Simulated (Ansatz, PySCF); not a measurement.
This triplet is an excited state, 1.52 eV above the relaxed singlet at the level frozen-core CCSD(T)/cc-pVTZ // PBE0-D3(BJ)/def2-TZVP (Ansatz, a program for electronic structure).

# CH₂OS, SMILES `O[C]S` (excited triplet; H–O–C–S torsion 71°, O–C–S–H torsion 76°) (charge 0, multiplicity 3)

The numbers are results of PBE0-D3(BJ)/def2-TZVP in PySCF, not measurements.

```json
{
  "highest_occupied_spin_orbital": "-6.10 eV",
  "dipole_moment": "1.49 D",
  "total_energy": "-13942.81 eV",
  "cost": "very roughly 40 core-seconds"
}
```

```xyz
5

O     -1.2315     0.3017    -0.3825
C     -0.2109     0.4853     0.4472
S      1.2546    -0.3799     0.5934
H     -1.7288    -0.5006    -0.1643
H      1.9166     0.0935    -0.4938
```
Charge 0, spin multiplicity 3.
